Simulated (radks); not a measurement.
The barium ion Ba9+, configuration [Kr] 4d10 5s1 (the NIST ground configuration).

Calculated with a radial shooting solver on a logarithmic mesh with Libxc functionals: scalar-relativistic Kohn-Sham, PBE, spin-polarised, spherical densities, finite nucleus; open shells are filled with parallel spins first (spin-orbit coupling, left out, can overturn this in heavy ions); Fermi nuclear charge, rms radius 4.8378 fm.

Energy parts (Ry):
| part | energy |
|---|---|
| total | -16230.1369 |
| kinetic | 17134.2784 |
| electron-nucleus | -38835.2740 |
| Hartree | 5858.0537 |
| exchange-correlation | -387.1951 |

Orbitals (lengths in bohr, moments of r in powers of bohr; r(max) is where P^2 peaks):
| orbital | occ. | eigenvalue (Ry) | r(max) | <r^4> | <1/r> |
|---|---|---|---|---|---|
| 1s up | 1 | -2747.777 | 0.01643 | 2.074e-06 | 60.69 |
| 1s down | 1 | -2747.769 | 0.01643 | 2.074e-06 | 60.69 |
| 2s up | 1 | -442.1474 | 0.09287 | 0.0003466 | 13.96 |
| 2s down | 1 | -442.1426 | 0.09287 | 0.0003466 | 13.96 |
| 2p up | 3 | -397.4757 | 0.07462 | 0.0002523 | 13.28 |
| 2p down | 3 | -397.4708 | 0.07462 | 0.0002523 | 13.28 |
| 3s up | 1 | -100.5831 | 0.2663 | 0.01435 | 5.046 |
| 3s down | 1 | -100.5760 | 0.2663 | 0.01434 | 5.046 |
| 3p up | 3 | -86.25627 | 0.2605 | 0.01500 | 4.787 |
| 3p down | 3 | -86.24895 | 0.2605 | 0.01500 | 4.787 |
| 3d up | 5 | -65.44865 | 0.2151 | 0.01267 | 4.538 |
| 3d down | 5 | -65.44190 | 0.2151 | 0.01267 | 4.538 |
| 4s up | 1 | -26.92939 | 0.6237 | 0.3728 | 2.093 |
| 4s down | 1 | -26.91071 | 0.6238 | 0.3713 | 2.094 |
| 4p up | 3 | -22.28074 | 0.6517 | 0.4863 | 1.933 |
| 4p down | 3 | -22.25858 | 0.6517 | 0.4831 | 1.935 |
| 4d up | 5 | -15.50019 | 0.6905 | 0.7926 | 1.686 |
| 4d down | 5 | -15.46778 | 0.6902 | 0.7818 | 1.690 |
| 5s up | 1 | -10.32732 | 1.369 | 7.303 | 0.9325 |
| 5s down | 0 | -10.20638 | 1.368 | 7.226 | 0.9347 |
| 5p up | 0 | -8.89046 | 1.488 | 10.35 | 0.8502 |
| 5p down | 0 | -8.76475 | 1.488 | 10.21 | 0.8525 |
| 6s up | 0 | -5.54034 | 2.569 | 67.88 | 0.5345 |

The highest occupied level is 5s up at -140.51 eV. Spin moment in Bohr magnetons: 1. The electron density at the nucleus is 3.343e+05 e/bohr^3 (large components only). The density falls to 0.001 e/bohr^3 at r = 2.48 bohr.
